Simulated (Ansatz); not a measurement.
Question: Name a neutral molecule of C, O, Si and H with size of the dipole moment (B3LYP/def2-TZVPP) between 1.70 and 2.00 D and HOMO energy (ωB97M-V/def2-TZVPP) between -9.25 and -8.95 eV (Ansatz, PBE0-D4/def2-TZVP geometry).

Answer: `C=C=C(O)[SiH2]O` (1.93 D, -9.08 eV); `C#COC[SiH3]` (1.75 D, -9.24 eV); `OC#CC[SiH3]` (1.95 D, -9.12 eV); `C=C1C[SiH](O)O1` (1.98 D, -8.97 eV); `O[Si@H]1C[C@@H]1[SiH3]` (1.86 D, -9.03 eV). Other molecules can fit too; these were computed, each in one conformer that needn't be the lowest.

B3LYP here is the variant with VWN-RPA as its local correlation; programs differ in this.
